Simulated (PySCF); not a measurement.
A structure optimised at PBE-D3(BJ)/def2-TZVP, used in a PySCF frequency run:

```xyz
6

Bi     0.0163    -0.2451     0.0000
H     -1.8224    -0.2953     0.0000
O      0.1181     1.0902     1.6158
H     -0.7099     1.5959     1.6890
O      0.1181     1.0902    -1.6158
H     -0.7099     1.5959    -1.6890
```
Charge 0, spin multiplicity 1.

**Question.** Write its SMILES, formula and point group.

**Answer.** [OH][BiH][OH], BiH3O2, Cs

**Question.** What are its rotational constants (standard atomic weights)?

**Answer.** 8.4412, 5.3744, 3.4993 GHz
